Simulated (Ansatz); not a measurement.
`[F][Sn][Br]` + `CNC` → `C[N](C)[Sn][F]` + HBr at 500 K and 1 bar (ligand exchange at the Sn–Br bond).

Gas-phase electronic energies from Ansatz, PBE0-D4/def2-TZVP geometries. CBS: MP2 limit from def2 TZ/QZ plus the TZ coupled-cluster correction, frozen cores. Elements past krypton have def2 core potentials. For Br, Sn outer-core shells are correlated without core-valence functions, which leaves a few kJ/mol of doubt a bond. Scalar relativity is left out up to krypton. One conformer a species, not always the lowest.

| species | CCSD(T)/CBS energy (Eh) | H − E (kJ/mol) | S (J/(mol·K)) |
| --- | --- | --- | --- |
| `[F][Sn][Br]` | -2887.23951 | 30.3 | 339.8 |
| `CNC` | -135.00321 | 273.8 | 313.8 |
| `C[N](C)[Sn][F]` | -448.28993 | 264.6 | 418.1 |
| HBr | -2573.91920 | 30.5 | 213.7 |

H − E and S are ideal-gas, rigid-rotor, harmonic terms from PBE0-D4/def2-TZVP, for one conformer and one mirror image of each species. 1 Eh = 2625.50 kJ/mol, R = 8.31446 J/(mol·K).

Q: By hand: ΔE, ΔH, ΔS and ΔG.

A: ΔE = (-448.28993) + (-2573.91920) − (-2887.23951) − (-135.00321) = 0.03359 Eh = 88.2 kJ/mol. Δ(H − E) = 264.6 + 30.5 − 30.3 − 273.8 = -9.0, so ΔH = 79.2 kJ/mol. ΔS = 418.1 + 213.7 − 339.8 − 313.8 = -21.8 J/(mol·K). ΔG = 79.2 − 500 × (-21.8)/1000 = 90.1 kJ/mol.

Q: By hand: the equilibrium constant, and the temperature at which ΔG would vanish if ΔH and ΔS stayed fixed.

A: log₁₀ K = −ΔG/(RT ln 10) = -9.4. ΔH and −TΔS have one sign here, so there is no such temperature.

ΔH outweighs TΔS. A doubt of 5 kJ/mol in ΔE shifts log₁₀ K by 0.5 here. Other conformers and mirror images would add mixing entropy, several J/(mol·K) or more a flexible species. These are equilibria of isolated gas molecules and say nothing of rates. Largest T1 diagnostic: 0.017 (customary marks: 0.02 for closed shells, 0.045 for open ones).
